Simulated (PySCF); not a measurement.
## Dipole moment and polarisability of `COC(=O)c1ccccn1`

C7H7NO2.
Cartesian coordinates in Å at the PBE0-D3(BJ)/def2-SVP level; atoms count from 1:
```
atom  x, y, z in Å
C1     3.386   -0.224   -0.220
O2     1.998   -0.496   -0.270
C3     1.211    0.451    0.223
O4     1.617    1.488    0.688
C5    -0.247    0.104    0.148
C6    -1.156    1.027    0.672
C7    -2.512    0.722    0.611
C8    -2.897   -0.483    0.031
C9    -1.904   -1.332   -0.463
N10   -0.608   -1.051   -0.407
H11    3.633    0.665   -0.820
H12    3.887   -1.109   -0.627
H13    3.712   -0.041    0.815
H14   -0.780    1.952    1.110
H15   -3.257    1.415    1.011
H16   -3.949   -0.767   -0.041
H17   -2.177   -2.287   -0.926
```

Level: CAM-B3LYP/def2-SVPD (PySCF), static field, nuclei fixed, core orbitals frozen in the response. The polarisability tensor in these axes (au):

```
x   127.47   4.49  -2.27
y     4.49  90.64  16.07
z    -2.27  16.07  65.72
```

**Question.** Diagonalise the tensor; give its mean and Δα, where Δα² is half the sum of the squared differences of the eigenvalues.

**Answer.** Principal values 57.61, 98.20 and 128.01 au; mean 94.61 au = 14.02 Å³ = 15.60 × 10⁻⁴⁰ C²·m²/J; Δα = 61.20 au (65 % of the mean).

**Question.** What is the dipole moment, and where does it point?

**Answer.** (-1.84, -0.41, -0.02) D, 1.89 D in size, pointing from the negative to the positive side. Measured along this direction, the outermost atoms are H11 and H13 at the negative end and H16 at the positive end.

**Question.** Directions of the eigenvectors, and the extent of the frame along each?

**Answer.** Largest value along (0.99, 0.12, -0.01), where the nuclei span 7.75 Å; middle along (-0.10, 0.89, 0.45), 4.54 Å; least along (0.06, -0.44, 0.89), 1.78 Å. The response follows the extents in order.

**Question.** Estimate the molar refractivity from the static electronic polarisability.

**Answer.** Lorentz–Lorenz: R = (4π/3)N_A α = 2.5225 cm³/(mol·Å³) × 14.02 Å³ = 35.4 cm³/mol, in the limit of long wavelengths.

**Question.** What would n − 1 = 2πNα be for an ideal gas of these molecules at 500 K and 1 atm, electronic part alone?

**Answer.** N = p/kT = 1.4678 × 10¹⁹ cm⁻³, so n − 1 = 2π × N × 14.02 × 10⁻²⁴ cm³ = 1293 × 10⁻⁶ at long wavelengths.

Isolated species at its PBE0-D3(BJ)/def2-SVP geometry (one conformer only).
